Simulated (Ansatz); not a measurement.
Ideal-gas functions of `[Cl][K]` at 600 K and 1 bar, from an Ansatz frequency run at PBE0-D4/def2-TZVP.

Molar mass 74.55 g/mol, point group C∞v (symmetry number 1), electronic degeneracy 1, moments of inertia 133.953 u Å². Harmonic wavenumbers (cm⁻¹, unscaled): 276.

Use S(trans) = R[1.5 ln M + 2.5 ln T − 1.1517]; rotational temperatures θ = 24.2544 K / I; S(rot) = R[ln(T/σθ) + 1]; for each mode x = 1.438777 ν̃/T, S = R[x/(eˣ − 1) − ln(1 − e⁻ˣ)] and H = RT x/(eˣ − 1); 1 cm⁻¹ = 0.0119627 kJ/mol; R = 8.31446 J/(mol·K).

**Question.** By hand: the entropy, in J/(mol·K).

**Answer.** Translation 177.2. Rotation: θ = 0.1811 K, giving 75.7. Vibration, mode by mode: 11.90, in all 11.9. Electronic 0.0. Sum 264.8 J/(mol·K).

**Question.** By hand: H − E and G − E in kJ/mol, counted from the electronic energy.

**Answer.** Zero-point energy ½ × 276 × 0.0119627 = 1.7; thermal vibration 3.5; translation, rotation and pV give 3.5 RT = 17.5. H − E = 22.7 kJ/mol, and G − E = 22.7 − 600 × 264.8/1000 = -136.2 kJ/mol.

Vibration gives 4 % of the entropy.
